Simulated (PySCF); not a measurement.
A structure optimised at B3LYP-D3(BJ)/def2-SVP, used in a PySCF frequency run:

```xyz
11

C     -0.2698     3.1621     0.0000
C      0.3222     2.1039     0.0000
C      0.9738     0.8065     0.0000
Ge    -0.3594    -0.6481     0.0000
O      0.6532    -2.1290     0.0000
H     -0.7796     4.1065     0.0000
H      1.6135     0.6745     0.8881
H      1.6135     0.6745    -0.8881
H     -1.2346    -0.5864     1.2724
H     -1.2346    -0.5864    -1.2724
H      0.1401    -2.9472     0.0000
```
Charge 0, spin multiplicity 1.

Task: Write its SMILES, formula and point group.

Result: C#C[CH2][GeH2][OH], C3H6GeO, Cs

Task: What are its rotational constants (standard atomic weights)?

Result: 11.634, 1.5995, 1.4452 GHz
